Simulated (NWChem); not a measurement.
C3H3BFN; SMILES FB1C=CN=C1

B3LYP is NWChem's, with the RPA form of VWN correlation.

### Question
Give the equilibrium geometry at B3LYP/6-31G* (spherical d) (NWChem) as a list of bonds and angles, with the point group.

### Answer
point group Cs; any orientation.
Bond lengths (Å): F1–B2 1.321, B2–C3 1.554, B2–C6 1.616, C3–C4 1.344, C3–H7 1.083, C4–N5 1.476, C4–H8 1.087, N5–C6 1.286, C6–H9 1.091. Bond angles (°): F1–B2–C3 130.1, F1–B2–C6 127.1, C3–B2–C6 102.8, B2–C3–C4 103.2, B2–C3–H7 132.6, C4–C3–H7 124.2, C3–C4–N5 117.0, C3–C4–H8 128.0, N5–C4–H8 115.1, C4–N5–C6 107.7, B2–C6–N5 109.3, B2–C6–H9 131.7, N5–C6–H9 119.0.
